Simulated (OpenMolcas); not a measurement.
**Eu3+ in SrF2: curves along the breathing mode**

Eu3+ with its 8 nearest fluoride ions, on the Sr site of SrF2 (a = 5.796 Å, distance in the model lattice 2.510 Å). The rest of the host is ab initio model potentials to 7.6 Å and point charges beyond; the distance is set by hand and nothing relaxes, and no local charge compensation is placed. Ligand basis ANO-RCC-VDZP.

| Item | Value |
| --- | --- |
| Program | OpenMolcas |
| Method | CASSCF |
| Basis | ANO-RCC-VDZP [7s6p4d2f1g] |
| Scalar Hamiltonian | DKH2, point nucleus |
| Active space | 6 electrons in 7 orbitals (4f) |
| State averaging | 2S+1 = 7 even, 7 roots; 2S+1 = 5 even, 77 roots kept (CI in the orbitals of an earlier block); 2S+1 = 3 even, 3 roots kept (CI in the orbitals of an earlier block, 0 in the spin-orbit step) |
| Spin-orbit coupling | state interaction with AMFI integrals over the reference wave functions |

Spin-free energies (labels of O, the rotations of Oh) in cm-1 above the lowest fitted minimum, as all ligands move together:

| R (Å) | 7A2 | 7T1 | 7T2 | 5E | 5T2 | 5E(2) | 5T1 |
| --- | --- | --- | --- | --- | --- | --- | --- |
| 2.263 | 120 | 1130 | 1290 | 25050 | 25180 | 28110 | 28140 |
| 2.316 | 770 | 1630 | 1760 | 25610 | 25730 | 28740 | 28760 |
| 2.37 | 4380 | 5120 | 5230 | 29150 | 29250 | 32330 | 32350 |
| 2.423 | 10390 | 11030 | 11130 | 35110 | 35190 | 38330 | 38350 |
| 2.476 | 18510 | 19060 | 19150 | 43170 | 43240 | 46430 | 46450 |
| 2.529 | 28420 | 28900 | 28990 | 53040 | 53110 | 56340 | 56350 |
| 2.583 | 40120 | 40540 | 40620 | 64710 | 64770 | 68030 | 68040 |

Cubic fits give the following; the wavenumber is harmonic, with the mass of all moving ligands, small differences in it between states hang on the degree of the fit, a number in brackets counts states of one label, and the table is a selection of at most 14 states with clean curves.

| State | R0 (Å) | Breathing mode (cm-1) | Minimum (cm-1) |
| --- | --- | --- | --- |
| 7A2 | 2.277 | 489 | 0 |
| 7T1 | 2.280 | 490 | 970 |
| 7T2 | 2.280 | 490 | 1120 |
| 5E | 2.279 | 490 | 24910 |
| 5T2 | 2.279 | 490 | 25030 |
| 5E(2) | 2.277 | 489 | 27980 |
| 5T1 | 2.277 | 489 | 28010 |
| 5A1 | 2.278 | 489 | 28090 |
| 5T1(2) | 2.279 | 490 | 28610 |
| 5T2(2) | 2.279 | 490 | 28670 |
| 5T2(3) | 2.280 | 490 | 28790 |
| 5E(3) | 2.280 | 490 | 28800 |
| 5T2(4) | 2.279 | 491 | 29730 |
| 5E(4) | 2.279 | 490 | 29760 |

For an f ion spin-orbit coupling outweighs the ligand field, so these spin-free curves are not those of observable levels.

High states are left out of the spin-orbit mixing, which shifts the levels that they would mix with. Without dynamic correlation the ligand-field splitting of an f shell can come out too small, at times by half. No measured value stands beside these numbers.
